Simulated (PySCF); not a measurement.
Job for PySCF: R-MP2/6-31G* on H10 chain, a point of a bond scan (R = 1.800 Å).

```python
from pyscf import gto, scf, dft, mp
from pyscf.data.elements import chemcore

mol = gto.M(
    atom='''
    H     0.00000000    0.00000000    0.00000000
    H     0.00000000    0.00000000    1.80000000
    H     0.00000000    0.00000000    3.60000000
    H     0.00000000    0.00000000    5.40000000
    H     0.00000000    0.00000000    7.20000000
    H     0.00000000    0.00000000    9.00000000
    H     0.00000000    0.00000000   10.80000000
    H     0.00000000    0.00000000   12.60000000
    H     0.00000000    0.00000000   14.40000000
    H     0.00000000    0.00000000   16.20000000
    ''',
    basis='6-31g*',
    cart=True,
    charge=0, spin=0, verbose=3, max_memory=1800)
mf = scf.RHF(mol)
mf.conv_tol = 1e-8
mf.max_cycle = 100
mf.kernel()
if not mf.converged:
    mf = mf.newton().run(mf.mo_coeff, mf.mo_occ)
pt = mp.MP2(mf, frozen=chemcore(mol)).run()
```

It printed:

```
converged SCF energy = -4.75549839614845
E(RMP2) = -4.94372023992332  E_corr = -0.18822184377487
E(SCS-RMP2) = -4.97341754095611  E_corr = -0.217919144807658
```

The calculation finished and met its thresholds.

Cost: very roughly 0.21 core-seconds.
